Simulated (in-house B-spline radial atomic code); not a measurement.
Orbital energies and mean radii along the 14-electron series, configuration [Ne] 3s2 3p2. The effective charge is n√(-2ε), a non-relativistic measure. Computed with a B-spline radial code for spherical atoms: Dirac-Hartree-Fock, average of the configuration, finite nuclei.

```json
{"ion": "Lu57+", "Z": "71", "energy of 2p1/2 (Eh)": "-542.26", "mean radius of 2p1/2 (bohr)": "0.066507", "energy of 2s1/2 (Eh)": "-559.82", "mean radius of 2s1/2 (bohr)": "0.08003", "energy of 3p3/2 (Eh)": "-207.76", "mean radius of 3p3/2 (bohr)": "0.19369", "effective charge of 2p1/2": "65.864"}
{"ion": "Hf58+", "Z": "72", "energy of 2p1/2 (Eh)": "?", "mean radius of 2p1/2 (bohr)": "?", "energy of 2s1/2 (Eh)": "?", "mean radius of 2s1/2 (bohr)": "?", "energy of 3p3/2 (Eh)": "?", "mean radius of 3p3/2 (bohr)": "?", "effective charge of 2p1/2": "?"}
{"ion": "Ta59+", "Z": "73", "energy of 2p1/2 (Eh)": "?", "mean radius of 2p1/2 (bohr)": "?", "energy of 2s1/2 (Eh)": "?", "mean radius of 2s1/2 (bohr)": "?", "energy of 3p3/2 (Eh)": "?", "mean radius of 3p3/2 (bohr)": "?", "effective charge of 2p1/2": "?"}
{"ion": "W60+", "Z": "74", "energy of 2p1/2 (Eh)": "-600.52", "mean radius of 2p1/2 (bohr)": "0.062831", "energy of 2s1/2 (Eh)": "-619.24", "mean radius of 2s1/2 (bohr)": "0.075834", "energy of 3p3/2 (Eh)": "-229.25", "mean radius of 3p3/2 (bohr)": "0.18445", "effective charge of 2p1/2": "69.312"}
{"ion": "Re61+", "Z": "75", "energy of 2p1/2 (Eh)": "-620.8", "mean radius of 2p1/2 (bohr)": "0.061666", "energy of 2s1/2 (Eh)": "-639.91", "mean radius of 2s1/2 (bohr)": "0.074504", "energy of 3p3/2 (Eh)": "-236.65", "mean radius of 3p3/2 (bohr)": "0.18155", "effective charge of 2p1/2": "70.472"}
{"ion": "Os62+", "Z": "76", "energy of 2p1/2 (Eh)": "-641.51", "mean radius of 2p1/2 (bohr)": "0.060529", "energy of 2s1/2 (Eh)": "-661.03", "mean radius of 2s1/2 (bohr)": "0.073206", "energy of 3p3/2 (Eh)": "-244.18", "mean radius of 3p3/2 (bohr)": "0.17873", "effective charge of 2p1/2": "71.639"}
{"ion": "Ir63+", "Z": "77", "energy of 2p1/2 (Eh)": "-662.68", "mean radius of 2p1/2 (bohr)": "0.059418", "energy of 2s1/2 (Eh)": "-682.61", "mean radius of 2s1/2 (bohr)": "0.071938", "energy of 3p3/2 (Eh)": "-251.84", "mean radius of 3p3/2 (bohr)": "0.17599", "effective charge of 2p1/2": "72.811"}
{"ion": "Pt64+", "Z": "78", "energy of 2p1/2 (Eh)": "-684.31", "mean radius of 2p1/2 (bohr)": "0.058332", "energy of 2s1/2 (Eh)": "-704.65", "mean radius of 2s1/2 (bohr)": "0.0707", "energy of 3p3/2 (Eh)": "-259.62", "mean radius of 3p3/2 (bohr)": "0.17333", "effective charge of 2p1/2": "73.99"}
{"ion": "Au65+", "Z": "79", "energy of 2p1/2 (Eh)": "-706.4", "mean radius of 2p1/2 (bohr)": "0.057271", "energy of 2s1/2 (Eh)": "-727.17", "mean radius of 2s1/2 (bohr)": "0.069489", "energy of 3p3/2 (Eh)": "-267.52", "mean radius of 3p3/2 (bohr)": "0.17074", "effective charge of 2p1/2": "75.174"}
{"ion": "Hg66+", "Z": "80", "energy of 2p1/2 (Eh)": "?", "mean radius of 2p1/2 (bohr)": "?", "energy of 2s1/2 (Eh)": "?", "mean radius of 2s1/2 (bohr)": "?", "energy of 3p3/2 (Eh)": "?", "mean radius of 3p3/2 (bohr)": "?", "effective charge of 2p1/2": "?"}
{"ion": "Tl67+", "Z": "81", "energy of 2p1/2 (Eh)": "-752.03", "mean radius of 2p1/2 (bohr)": "0.055217", "energy of 2s1/2 (Eh)": "-773.66", "mean radius of 2s1/2 (bohr)": "0.067149", "energy of 3p3/2 (Eh)": "-283.71", "mean radius of 3p3/2 (bohr)": "0.16577", "effective charge of 2p1/2": "77.564"}
```

Q: Fill in the row of Hf58+.

A: energy of 2p1/2 (Eh): -561.26; mean radius of 2p1/2 (bohr): 0.06525; energy of 2s1/2 (Eh): -579.2; mean radius of 2s1/2 (bohr): 0.078595; energy of 3p3/2 (Eh): -214.8; mean radius of 3p3/2 (bohr): 0.19052; effective charge of 2p1/2: 67.008.

Q: Fill in the row of Ta59+.

A: energy of 2p1/2 (Eh): -580.68; mean radius of 2p1/2 (bohr): 0.064026; energy of 2s1/2 (Eh): -599.01; mean radius of 2s1/2 (bohr): 0.077197; energy of 3p3/2 (Eh): -221.96; mean radius of 3p3/2 (bohr): 0.18744; effective charge of 2p1/2: 68.157.

Q: Fill in the row of Hg66+.

A: energy of 2p1/2 (Eh): -728.97; mean radius of 2p1/2 (bohr): 0.056233; energy of 2s1/2 (Eh): -750.17; mean radius of 2s1/2 (bohr): 0.068306; energy of 3p3/2 (Eh): -275.55; mean radius of 3p3/2 (bohr): 0.16823; effective charge of 2p1/2: 76.366.

Q: How does the screening of 2p1/2 change?

A: Z less the effective charge goes from 5.14 at Z = 71 to 3.44 at Z = 81.
